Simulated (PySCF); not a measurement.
C5H13AlO3, SMILES C[O][Al]([O]C)[O]C(C)C, singlet, GFN2-xTB optimised geometry.

```
22

Al     0.31     0.08     0.00
O      1.97     0.08     0.00
C      3.20     0.75     0.01
H      3.76     0.45     0.89
H      3.76     0.47    -0.89
H      3.07     1.83     0.02
O     -0.50    -1.37     0.00
C     -0.47    -2.76    -0.02
H      0.55    -3.14    -0.03
H     -0.98    -3.14     0.88
H     -1.00    -3.13    -0.90
O     -0.51     1.53     0.00
C     -1.77     2.13     0.07
C     -2.23     2.21     1.53
C     -2.79     1.36    -0.77
H     -1.66     3.14    -0.33
H     -2.31     1.20     1.93
H     -3.19     2.71     1.60
H     -1.49     2.75     2.12
H     -2.45     1.32    -1.80
H     -2.86     0.34    -0.39
H     -3.76     1.83    -0.73
```

Density from CAM-B3LYP/def2-SVP run with PySCF at that geometry.

Minimum of the electron density along straight lines between bonded atoms, close to the bond critical point (lines longer than 1.1 times the sum of covalent radii, or with two minima, are not listed):

```json
[
 {"bond": "Al1–O2", "length / Å": "1.660", "ρ at the minimum / e bohr⁻³": "0.103", "∇²ρ there / e bohr⁻⁵": "1.00", "position (fraction from the first atom)": "0.43"},
 {"bond": "O2–C3", "length / Å": "1.398", "ρ at the minimum / e bohr⁻³": "0.256", "∇²ρ there / e bohr⁻⁵": "-0.32", "position (fraction from the first atom)": "0.66"},
 {"bond": "C3–H4", "length / Å": "1.094", "ρ at the minimum / e bohr⁻³": "0.281", "∇²ρ there / e bohr⁻⁵": "-1.07", "position (fraction from the first atom)": "0.64"},
 {"bond": "C3–H5", "length / Å": "1.094", "ρ at the minimum / e bohr⁻³": "0.281", "∇²ρ there / e bohr⁻⁵": "-1.08", "position (fraction from the first atom)": "0.64"},
 {"bond": "C3–H6", "length / Å": "1.092", "ρ at the minimum / e bohr⁻³": "0.282", "∇²ρ there / e bohr⁻⁵": "-1.08", "position (fraction from the first atom)": "0.64"},
 {"bond": "Al1–O7", "length / Å": "1.662", "ρ at the minimum / e bohr⁻³": "0.103", "∇²ρ there / e bohr⁻⁵": "1.00", "position (fraction from the first atom)": "0.43"},
 {"bond": "O7–C8", "length / Å": "1.398", "ρ at the minimum / e bohr⁻³": "0.256", "∇²ρ there / e bohr⁻⁵": "-0.32", "position (fraction from the first atom)": "0.66"},
 {"bond": "C8–H9", "length / Å": "1.091", "ρ at the minimum / e bohr⁻³": "0.282", "∇²ρ there / e bohr⁻⁵": "-1.08", "position (fraction from the first atom)": "0.64"},
 {"bond": "C8–H10", "length / Å": "1.094", "ρ at the minimum / e bohr⁻³": "0.281", "∇²ρ there / e bohr⁻⁵": "-1.07", "position (fraction from the first atom)": "0.64"},
 {"bond": "C8–H11", "length / Å": "1.094", "ρ at the minimum / e bohr⁻³": "0.281", "∇²ρ there / e bohr⁻⁵": "-1.07", "position (fraction from the first atom)": "0.64"},
 {"bond": "Al1–O12", "length / Å": "1.658", "ρ at the minimum / e bohr⁻³": "0.105", "∇²ρ there / e bohr⁻⁵": "1.02", "position (fraction from the first atom)": "0.43"},
 {"bond": "O12–C13", "length / Å": "1.399", "ρ at the minimum / e bohr⁻³": "0.256", "∇²ρ there / e bohr⁻⁵": "-0.31", "position (fraction from the first atom)": "0.66"},
 {"bond": "C13–C14", "length / Å": "1.526", "ρ at the minimum / e bohr⁻³": "0.252", "∇²ρ there / e bohr⁻⁵": "-0.61", "position (fraction from the first atom)": "0.50"},
 {"bond": "C13–C15", "length / Å": "1.524", "ρ at the minimum / e bohr⁻³": "0.253", "∇²ρ there / e bohr⁻⁵": "-0.61", "position (fraction from the first atom)": "0.50"},
 {"bond": "C13–H16", "length / Å": "1.102", "ρ at the minimum / e bohr⁻³": "0.280", "∇²ρ there / e bohr⁻⁵": "-1.05", "position (fraction from the first atom)": "0.63"},
 {"bond": "C14–H17", "length / Å": "1.088", "ρ at the minimum / e bohr⁻³": "0.276", "∇²ρ there / e bohr⁻⁵": "-1.01", "position (fraction from the first atom)": "0.63"},
 {"bond": "C14–H18", "length / Å": "1.087", "ρ at the minimum / e bohr⁻³": "0.276", "∇²ρ there / e bohr⁻⁵": "-1.02", "position (fraction from the first atom)": "0.63"},
 {"bond": "C14–H19", "length / Å": "1.087", "ρ at the minimum / e bohr⁻³": "0.277", "∇²ρ there / e bohr⁻⁵": "-1.03", "position (fraction from the first atom)": "0.63"},
 {"bond": "C15–H20", "length / Å": "1.087", "ρ at the minimum / e bohr⁻³": "0.277", "∇²ρ there / e bohr⁻⁵": "-1.02", "position (fraction from the first atom)": "0.63"},
 {"bond": "C15–H21", "length / Å": "1.087", "ρ at the minimum / e bohr⁻³": "0.277", "∇²ρ there / e bohr⁻⁵": "-1.03", "position (fraction from the first atom)": "0.63"},
 {"bond": "C15–H22", "length / Å": "1.087", "ρ at the minimum / e bohr⁻³": "0.276", "∇²ρ there / e bohr⁻⁵": "-1.02", "position (fraction from the first atom)": "0.63"}
]
```
